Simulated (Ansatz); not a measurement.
Stepwise reaction of `C[O][Ga]([SH])[SH]` with water, as a gas-phase model of exchange steps in deposition or etching. ΔE in kJ/mol.

Computed with Ansatz on PBE0-D4/def2-TZVP structures; ΔE is electronic, products minus reactants. CBS: MP2 limit from def2 TZ/QZ plus the TZ coupled-cluster correction, frozen cores. This one scheme is used for every species. DFT in def2-TZVPP. B3LYP here is the variant with VWN-RPA as its local correlation; programs differ in this. For Ga outer-core shells are correlated without core-valence functions, which leaves a few kJ/mol of doubt a bond. Scalar relativity is left out up to krypton. One conformer a species, not always the lowest.

```tsv
step	reaction	PBE-D4	B3LYP-D4	ωB97M-V	CCSD(T)/CBS
1	`C[O][Ga]([SH])[SH]` + H₂O → `C[O][Ga]([OH])[SH]` + H₂S	39.4	34.4	33.6	36.8
2	`C[O][Ga]([OH])[SH]` + H₂O → `C[O][Ga]([OH])[OH]` + H₂S	41.9	36.2	35.8	38.1
```

(1) By hand: ΔE of the 2 steps together at CCSD(T)/CBS.

Results:

(1) (36.8) + (38.1) = 74.9 kJ/mol, or 37.5 kJ/mol a step.

In ΔE the steps differ by no more than 1.3 kJ/mol. All are uphill at CCSD(T)/CBS. PBE-D4 differs from CCSD(T)/CBS by 2.6 to 3.8 kJ/mol a step. Isolated molecules leave out the surface, adducts and barriers. Largest T1 diagnostic: 0.014.
